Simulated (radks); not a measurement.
Results of a calculation; reference values are marked as such.
All-electron atom: I2+ in [Kr] 4d10 5s2 5p2 6p1 (not the ground configuration). Level of theory: Dirac Kohn-Sham, PBE, spin-unpolarised, spherical densities, point nucleus; open shells fill j = l - 1/2 first (a radial shooting solver on a logarithmic mesh with Libxc functionals).

Normalised radial functions P(r) = r R(r) (large component), r in bohr:

| r | 4d5/2 | 5s1/2 |
|---|---|---|
| 0.004436 | 0.0002 | 0.0821 |
| 0.006011 | 0.0004 | 0.0987 |
| 0.008213 | 0.0010 | 0.1142 |
| 0.01113 | 0.0023 | 0.1240 |
| 0.01521 | 0.0055 | 0.1216 |
| 0.02061 | 0.0124 | 0.0987 |
| 0.02815 | 0.0277 | 0.0460 |
| 0.03816 | 0.0580 | -0.0352 |
| 0.05213 | 0.1168 | -0.1326 |
| 0.07065 | 0.2144 | -0.1983 |
| 0.09651 | 0.3607 | -0.1716 |
| 0.1308 | 0.5217 | -0.0174 |
| 0.1787 | 0.6212 | 0.2056 |
| 0.2422 | 0.5242 | 0.2987 |
| 0.3309 | 0.1281 | 0.0952 |
| 0.4484 | -0.4683 | -0.2858 |
| 0.6126 | -0.9992 | -0.4490 |
| 0.8302 | -1.1366 | -0.1089 |
| 1.134 | -0.8709 | 0.5036 |
| 1.537 | -0.4731 | 0.8560 |
| 2.1 | -0.1705 | 0.7421 |
| 2.846 | -0.0386 | 0.3832 |
| 3.888 | -0.0043 | 0.1097 |
| 5.269 | -0.0002 | 0.0170 |
| 7.199 | 0.0000 | 0.0010 |
| 9.756 | 0.0000 | 0.0000 |
| 13.33 | 0.0000 | 0.0000 |

4d5/2: eigenvalue -74.961 eV, 1 radial node at r = 0.355 bohr, <r> = 0.921 bohr, 90 % of the charge inside 1.40 bohr. 5s1/2: eigenvalue -40.154 eV, 4 radial nodes at r = 0.0338, 0.134, 0.358, 0.880 bohr, <r> = 1.84 bohr, 90 % of the charge inside 2.64 bohr.
